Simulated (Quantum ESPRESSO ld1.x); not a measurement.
Q: The mean radii <r> (bohr) of the occupied orbitals of an atom or ion are listed with their occupations. Calculated with ld1.x of Quantum ESPRESSO 7.5: scalar-relativistic Kohn-Sham, LDA (Slater exchange, VWN5 correlation), spin-polarised, spherical densities, point nucleus.

orbital  occ.      <r>
1s up       1  0.02613
1s down     1  0.02613
2s up       1   0.1122
2s down     1   0.1122
2p up       3  0.09825
2p down     3  0.09825
3s up       1   0.2995
3s down     1   0.2995
3p up       3   0.2973
3p down     3   0.2973
3d up       5   0.2737
3d down     5   0.2737
4s up       1   0.6950
4s down     1   0.6950
4p up       3   0.7399
4p down     3   0.7399
4d up       5   0.8374
4d down     5   0.8374
5s up       1    1.735
5s down     1    1.734
5p up       3    2.079
5p down     3    2.075
6p up       1    7.473

Name the element and its charge. Open shells, if any, are filled with parallel spins first.

A: Z = 55, caesium, charge 0: Cs in [Xe] 6p1. The 1s radius gives Z: for a bare nucleus <r> = (2 gamma + 1)/(2Z) with gamma = sqrt(1 - (Z/c)^2), 0.02574 bohr for Z = 55, and screening makes it slightly larger (0.02613 here). The occupations add up to 55, and the charge is Z minus that.
